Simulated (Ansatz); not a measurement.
The cluster KNa₃. Total charge 0; singlet. Geometry r2SCAN/def2-TZVP; atoms count from 1.

Cartesian coordinates in Å:
```
Na -0.4882 1.4103 0.5178
Na 0.5853 -1.4421 -0.2655
Na 1.1722 -0.4109 3.1395
K -1.2693 0.4427 -3.3919
```

The restricted singlet is unstable: a solution with broken spin symmetry lies lower. The geometry of the singlet was relaxed on an unsound state (restricted singlet, unstable towards broken spin symmetry). The structure comes from a short search, and lower isomers may exist.

(1) Estimate the Mulliken populations from the PBE0/def2-TZVP orbitals of Ansatz.

(2) And the Mayer bond orders between bonded heavy atoms (over 0.3)?

## Answers

(1) 
```csv
atom,charge (e)
Na1,0.09
Na2,0.09
Na3,-0.16
K4,-0.01
```
Mulliken values and Mayer orders depend strongly on the basis.

(2) Na1–Na2 0.48 (3.15 Å); Na1–Na3 0.42 (3.60 Å); Na1–K4 0.41 (4.10 Å); Na2–Na3 0.42 (3.61 Å); Na2–K4 0.42 (4.09 Å).
